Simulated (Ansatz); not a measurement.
A series at Ti: from `[OH][Ti]([OH])([OH])[OH]`, ligands are replaced one by one, each step taking up HCl and setting free H₂O; n counts the steps. Ansatz, PBE0-D4/def2-TZVP geometries. Each molecule was computed in one conformer, which needn't be the lowest.

```csv
n,molecule,"zero-point energy, PBE0-D4/def2-TZVP (kJ/mol)"
0,`[OH][Ti]([OH])([OH])[OH]`,135.2
1,`[OH][Ti]([OH])([OH])[Cl]`,104.3
2,`[OH][Ti]([OH])([Cl])[Cl]`,?
3,`[OH][Ti]([Cl])([Cl])[Cl]`,43.6
4,`[Cl][Ti]([Cl])([Cl])[Cl]`,15.3
```

Q: By hand: fit a straight line y = ȳ + b (n − n̄) to the 4 given rows and predict n = 2.

A: n̄ = 2.000, ȳ = 74.60; Σ(n − n̄)(y − ȳ) = -300.50, Σ(n − n̄)² = 10.000, so b = -30.05 kJ/mol a step. Prediction: 74.60 + (-30.05) × (0.000) = 74.6 kJ/mol.

Q: By hand: compare with the computed value, 73.8 kJ/mol, and give the steps along the whole series.

A: The line misses by -0.8 kJ/mol (computed minus predicted). Steps: -30.9, -30.5, -30.2, -28.3 kJ/mol.

The steps differ by at most 2.6 kJ/mol, 9 % of a mean step, so the ligands' effects nearly add and a line is close. The miss is 0.7 % of the series' range.
